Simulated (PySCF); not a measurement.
Isomers of C5H5F3. Level of theory: TDDFT CAM-B3LYP/def2-SVPD, vertical, gas phase, core orbitals frozen in the response (PySCF 2.14.0, density-fitted response routines). Geometries: PBE0-D3(BJ)/def2-SVP; one conformer of each isolated species. Triplets are in the Tamm–Dancoff approximation.

A. `FC(F)(F)[C@]12C[C@H]1C2`
B. `CC#CCC(F)(F)F`
C. `CCC#CC(F)(F)F`

Lowest singlet levels (six at most, fewer where fewer were computed) with oscillator strengths:

1. 7.71 eV (f 0.015); 8.03 eV (f 0.069); 8.25 eV (f 0.002); 8.38 eV (f 0.121); 8.67 eV (f 0.020); 9.33 eV (f 0.000)
2. 6.33 eV (f 0.000); 6.60 eV (f 0.002); 6.61 eV (f 0.001); 7.90 eV (f 0.020); 7.98 eV (f 0.051); 9.06 eV (f 0.089); T1 5.21 eV
3. 6.42 eV (f 0.000); 6.75 eV (f 0.002); 6.84 eV (f 0.000); 7.17 eV (f 0.006); 7.27 eV (f 0.013); 8.09 eV (f 0.001); T1 5.35 eV

Task: Which spectrum belongs to which structure?

Result: 1 = A, 2 = C, 3 = B.
- A: S1 at 7.71 eV, HOMO→LUMO (92%); Löwdin shares by element: HOMO carbon 78% or more (atoms not listed hold the other 22%); LUMO carbon 40% or more, hydrogen 8% or more (atoms not listed hold the other 52%); HOMO -9.27 and LUMO 1.37 eV; point group Cs, 1 of its 6 listed states under f = 0.0005.
- B: S1 at 6.42 eV, HOMO→LUMO+2 (54%), HOMO→LUMO+1 (17%), HOMO→LUMO (9%); Löwdin shares by element: HOMO carbon 90% or more; LUMO carbon 59% or more (atoms not listed hold the other 41%); HOMO -9.08 and LUMO 1.11 eV.
- C: S1 at 6.33 eV, HOMO→LUMO (31%), HOMO-1→LUMO+1 (29%), HOMO→LUMO+2 (27%); Löwdin shares by element: HOMO carbon 83% or more (atoms not listed hold the other 17%); LUMO carbon 61% or more (atoms not listed hold the other 39%); HOMO -9.89 and LUMO 0.84 eV.
B and C have S1 within 0.09 eV of each other; their strongest listed levels stand at 7.27 eV (f 0.013) and 9.06 eV (f 0.089).

Without π bonds the low states are Rydberg-like; a valence basis with one diffuse set may place them up to an eV too high.
